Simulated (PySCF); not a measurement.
Identify the unknown among the candidates.

All candidates are C7H15NSi.

| technique | computed result |
| --- | --- |
| 13C NMR | chemical shifts (computed TMS as zero) by class: 25.0 (1 C), 23.6 (2 C), 15.2 (1 C), 7.8 (1 C), 7.5 (2 C) ppm [GIAO PBE0/pcSseg-1] |
| 1H NMR | chemical shifts (computed TMS as zero) by class: 1.92 (1 H), 1.81 (1 H), 1.62 (2 H), 1.44 (2 H), 0.93 (2 H), 0.66 (1 H), 0.60 (2 H), 0.44 (2 H), 0.04 (2 H) ppm [GIAO PBE0/pcSseg-1] |
| NMR, other nuclei | isotropic shieldings of nuclei other than C and H, by class: 240 (1 N), 338 (1 Si) ppm [GIAO PBE0/pcSseg-1] |
| Rotational structure | rotational constants A, B, C: 3.022, 0.735, 0.687 GHz [GFN2-xTB] |
| Dipole | 1.11 D [PBE0/pcSseg-1] |

The electronic properties come from PySCF, for the isolated species, density fitting. Levels stand in brackets. The structure is a single GFN2-xTB conformer in the gas phase; no vibrational or solvent corrections. NMR classes are plain means over equivalent atoms (diastereotopic ones count apart unless rotation or inversion swaps them), as if these changed places fast.

Question: Which candidate is it?
A. `[SiH3]N[C@H]1[C@H]2CC[C@@H]1CC2`
B. `N[Si]1(CC2CC2)CCC1`
C. `C=C[C@@]1(N(C)C)[SiH2][C@@H]1C`

Answer: B. It is `N[Si]1(CC2CC2)CCC1`. Numbering: `[NH2:1][Si:2]1([CH2:3][CH:4]2[CH2:5][CH2:6]2)[CH2:7][CH2:8][CH2:9]1`. Its formula, C7H15NSi, gives 2 degrees of unsaturation: 2 rings and 0 π bonds in the structure found. 7 carbons fall into 5 classes; from least to most shielded: chain sp3 carbon bound to silicon [C3] (25.0 ppm), ring sp3 carbon bound to silicon [C7/C9] (23.6 ppm, 2 C, up to 3.0 ppm apart in this geometry), four-membered-ring carbon [C8] (15.2 ppm), three-membered-ring carbon [C4] (7.8 ppm), three-membered-ring carbon [C5/C6] (7.5 ppm, 2 C). Hydrogen classes from least to most shielded: 1 H on a four-membered-ring carbon, C8 (1.92 ppm), 1 H on a four-membered-ring carbon, C8 (1.81 ppm), 2 H on 2 like atoms (sp3 carbon bound to silicon), C7/C9 (1.62 ppm), 2 H on 2 like atoms (sp3 carbon bound to silicon), C7/C9 (1.44 ppm), 2 H on a silicon-bound nitrogen, N1 (0.93 ppm), 1 H on a three-membered-ring carbon, C4 (0.66 ppm), 2 H on an sp3 carbon bound to silicon, C3 (0.60 ppm, a mean of values up to 1.5 ppm apart in this geometry), 2 H on 2 three-membered-ring carbons, C5/C6 (0.44 ppm), 2 H on 2 three-membered-ring carbons, C5/C6 (0.04 ppm). The other shieldings belong to: 240 ppm, silicon-bound nitrogen [N1]; 338 ppm, four-coordinate silicon [Si2]. The optimised geometry has point group C1 and is an asymmetric top.

The others, at the same levels:
- `C=C[C@@]1(N(C)C)[SiH2][C@@H]1C` fails: it has 6 carbon classes against 5; its computed 13C shifts are 147.9 (1 C), 110.2 (1 C), 60.5 (1 C), 47.2 (2 C), 30.6 (1 C), 13.5 (1 C) ppm, 1H shifts are 7.11 (1 H), 4.90 (1 H), 4.58 (1 H), 2.85 (1 H), 2.48 (6 H), 2.48 (1 H), 1.89 (1 H), 1.70 (3 H) ppm and rotational constant A is 1.471 GHz (against 3.022 GHz).
- `[SiH3]N[C@H]1[C@H]2CC[C@@H]1CC2` fails: it has 4 carbon classes against 5; its computed 13C shifts are 66.6 (1 C), 43.2 (2 C), 30.9 (2 C), 28.8 (2 C) ppm, 1H shifts are 4.65 (3 H), 2.78 (1 H), 1.76 (2 H), 1.73 (2 H), 1.72 (2 H), 1.26 (2 H), 1.12 (2 H), -0.22 (1 H) ppm and rotational constant A is 2.689 GHz (against 3.022 GHz).

Each candidate is one conformer, not necessarily the lowest. The conformers computed, where there is a choice (atom-mapped SMILES and torsion angles):
- `[NH2:1][Si:2]1([CH2:3][CH:4]2[CH2:5][CH2:6]2)[CH2:7][CH2:8][CH2:9]1`: N1–Si2–C3–C4 -58°, Si2–C3–C4–C5 156°, H–N1–Si2–C3 40°, H–N1–Si2–C3 -179°
- `[CH2:1]=[CH:2][C@@:3]1([N:4]([CH3:5])[CH3:6])[SiH2:7][C@@H:8]1[CH3:9]`: C1–C2–C3–N4 169°, C2–C3–N4–C5 -59°

The conformers of `[SiH3]N[C@H]1[C@H]2CC[C@@H]1CC2` aren't listed.
